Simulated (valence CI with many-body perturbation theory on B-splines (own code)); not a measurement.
Results of a calculation; reference values are marked as such.
**Level structure of Cl V**

Level of theory: relativistic CI+MBPT: three valence electrons over a frozen Dirac-Fock core [Ne], a basis of 11 s, 11 p, 10 d, 8 f, 5 g, 2 h functions for each j, with the one-electron correlation potential Σ1, the two-electron term Σ2, the three-electron term Σ3, Breit, model QED; selected CI, second order for the rest, scaled by the run's own slope (own B-spline code, finite nucleus).

No measured spectrum was set against this ion. As an estimate, levels hold to about 100 cm⁻¹ or 0.05 % of their energy and the worst to 300 or 400 cm⁻¹, as in measured light ions of charge 2 to 7.

Levels 46 to 90 of 176, with energies above the lowest level, 3s2 3p 2P°_1/2. "Leading %" is the weight of the configuration and term that name the level; weights of strongly mixed levels are sums over their largest components and can fall short. In the jj column 3d3/2^4 stands for four electrons in 3d with j = 3/2.

```
No.  Configuration  Term    J  E (eV)  Leading %   Second component                Leading jj      g
 46       3s 3p 4s   4P°  1/2  43.765         98                           3s 3p1/2 4s (88 %)  2.669
 47       3s 3p 4s   4P°  3/2  43.832         98                           3s 3p1/2 4s (57 %)  1.734
 48       3s 3p 4s   4P°  5/2  43.950         98                           3s 3p3/2 4s (98 %)  1.601
 49       3s 3p 4s   2P°  1/2  44.964         94                           3s 3p1/2 4s (70 %)  0.667
 50       3s 3p 4s   2P°  3/2  45.089         94                           3s 3p3/2 4s (84 %)  1.335
 51         3p2 3d    2F  5/2  46.303         84     14 % 3s 3d2 2F  3p1/2 3p3/2 3d3/2 (46 %)  0.857
 52         3s2 4f   2F°  7/2  46.365         89   5 % 3s 3p 3d 2F°         3s^2 4f7/2 (89 %)  1.143
 53         3s2 4f   2F°  5/2  46.366         89   5 % 3s 3p 3d 2F°         3s^2 4f5/2 (89 %)  0.857
 54         3p2 3d    2F  7/2  46.377         83     14 % 3s 3d2 2F      3p3/2^2 3d5/2 (37 %)  1.143
 55         3p2 3d    4F  3/2  47.180         97                     3p1/2 3p3/2 3d3/2 (40 %)  0.400
 56         3p2 3d    4F  5/2  47.217         97                     3p1/2 3p3/2 3d3/2 (55 %)  1.029
 57         3p2 3d    4F  7/2  47.270         97                     3p1/2 3p3/2 3d5/2 (56 %)  1.239
 58         3p2 3d    4F  9/2  47.336         97                         3p3/2^2 3d5/2 (60 %)  1.333
 59         3s2 5s    2S  1/2  47.371         95                               3s^2 5s (95 %)  2.002
 60         3p2 3d    2P  3/2  47.928         82    8 % 3s 3p 4p 2P  3p1/2 3p3/2 3d5/2 (44 %)  1.332
 61         3p2 3d    2P  1/2  48.023         71   15 % 3s 3p 4p 2P      3p3/2^2 3d5/2 (38 %)  0.626
 62         3p2 3d    4D  1/2  48.277         89    6 % 3s 3p 4p 2P  3p1/2 3p3/2 3d3/2 (62 %)  0.056
 63         3p2 3d    4D  3/2  48.282         94                         3p3/2^2 3d3/2 (32 %)  1.202
 64         3p2 3d    4D  5/2  48.298         96                         3p3/2^2 3d3/2 (28 %)  1.371
 65         3p2 3d    4D  7/2  48.333         97                     3p1/2 3p3/2 3d5/2 (46 %)  1.428
 66       3s 3p 4p    2P  1/2  48.369         50   29 % 3s 3p 4p 4D     3s 3p1/2 4p1/2 (62 %)  0.461
 67       3s 3p 4p    2P  3/2  48.411         71   17 % 3s 3p 4p 4D     3s 3p1/2 4p1/2 (40 %)  1.311
 68       3s 3p 4p    4D  1/2  48.498         67   22 % 3s 3p 4p 2P     3s 3p3/2 4p3/2 (28 %)  0.188
 69       3s 3p 4p    4D  3/2  48.521         78   15 % 3s 3p 4p 2P     3s 3p1/2 4p3/2 (38 %)  1.225
 70       3s 3p 4p    4D  5/2  48.573         96                        3s 3p1/2 4p3/2 (42 %)  1.373
 71       3s 3p 4p    4D  7/2  48.678         96                        3s 3p3/2 4p3/2 (96 %)  1.429
 72         3p2 3d    2G  7/2  48.698         80     14 % 3s 3d2 2G  3p1/2 3p3/2 3d3/2 (46 %)  0.889
 73         3p2 3d    2G  9/2  48.715         80     14 % 3s 3d2 2G  3p1/2 3p3/2 3d5/2 (49 %)  1.112
 74       3s 3p 4p    4P  1/2  49.101         97                        3s 3p1/2 4p1/2 (46 %)  2.667
 75       3s 3p 4p    4P  3/2  49.138         93                        3s 3p1/2 4p3/2 (52 %)  1.741
 76       3s 3p 4p    4P  5/2  49.219         96                        3s 3p3/2 4p3/2 (58 %)  1.598
 77         3s2 5p   2P°  1/2  49.418         76  18 % 3s 3p 4s 2P°         3s^2 5p1/2 (76 %)  0.666
 78       3s 3p 4p    4S  3/2  49.434         95                        3s 3p3/2 4p1/2 (40 %)  1.990
 79         3s2 5p   2P°  3/2  49.449         76  17 % 3s 3p 4s 2P°         3s^2 5p3/2 (76 %)  1.334
 80       3s 3p 4p    2D  3/2  49.598         89      4 % 3p2 3d 2D     3s 3p1/2 4p3/2 (51 %)  0.803
 81       3s 3p 4p    2D  5/2  49.707         88      5 % 3p2 3d 2D     3s 3p3/2 4p3/2 (47 %)  1.203
 82       3s 3p 4s   2P°  1/2  50.599         75    18 % 3s2 5p 2P°        3s 3p3/2 4s (50 %)  0.666
 83       3s 3p 4s   2P°  3/2  50.607         75    18 % 3s2 5p 2P°        3s 3p3/2 4s (51 %)  1.334
 84         3p2 3d    2D  5/2  50.625         70     17 % 3s 3d2 2D  3p1/2 3p3/2 3d5/2 (49 %)  1.202
 85         3p2 3d    2D  3/2  50.645         71     17 % 3s 3d2 2D  3p1/2 3p3/2 3d3/2 (26 %)  0.801
 86       3s 3p 4p    2S  1/2  50.729         88      6 % 3p2 3d 2S     3s 3p3/2 4p3/2 (53 %)  2.002
 87         3p2 3d    4P  5/2  51.322         97                     3p1/2 3p3/2 3d5/2 (46 %)  1.599
 88         3p2 3d    4P  3/2  51.369         98                     3p1/2 3p3/2 3d3/2 (30 %)  1.733
 89         3p2 3d    4P  1/2  51.398         98                         3p3/2^2 3d3/2 (52 %)  2.667
 90         3s2 5d    2D  3/2  52.402         87    6 % 3s 3p 4p 2D         3s^2 5d3/2 (87 %)  0.800
```

Names give the largest LS component (configuration and term), which can be under half, so a name can repeat, a term be missing and a line seem to break the LS rules; names also repeat where a configuration has a term twice.

Where two levels of one J and parity lie close, their mixing, g and order are uncertain.
